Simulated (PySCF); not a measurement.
Gas-phase reaction: GeH4 + 4 CH2 ⇌ Ge(CH3)4

Energies from PySCF (xtb for GFN2), thermal terms from the rigid-rotor harmonic-oscillator model, ideal gas at 1 bar. † marks an energy on the PBE0/def2-TZVP geometry and frequencies; other levels use their own. Open shells (unrestricted): CH2 (multiplicity 3); the rest are closed-shell singlets. GFN2 has no spin-polarisation term. Ge: all electrons, no relativistic terms. The harmonic model lacks anharmonicity and excited electronic states, which grow with temperature; levels with a mode under 35 cm⁻¹ are left out. Internal rotation in Ge(CH3)4 is treated as a harmonic vibration of one conformer, which makes the entropy rough.

```csv
level,"ΔE electronic, kJ","ΔH°(298 K), kJ","ΔS°(298 K), J/K","ΔG°(2000 K), kJ"
GFN2-xTB,-2315,-2211,-608,-1005
PBE0/def2-SVP†,-1833,-1731,-621,-506
r2SCAN/def2-TZVP†,-1763,-1661,-621,-436
ωB97M-V/def2-TZVP†,-1869,-1767,-621,-542
ωB97X-V/def2-TZVP†,-1896,-1795,-621,-569
```
ΔH° is lowest at GFN2-xTB and highest at r2SCAN/def2-TZVP†. No reference value is set beside these.
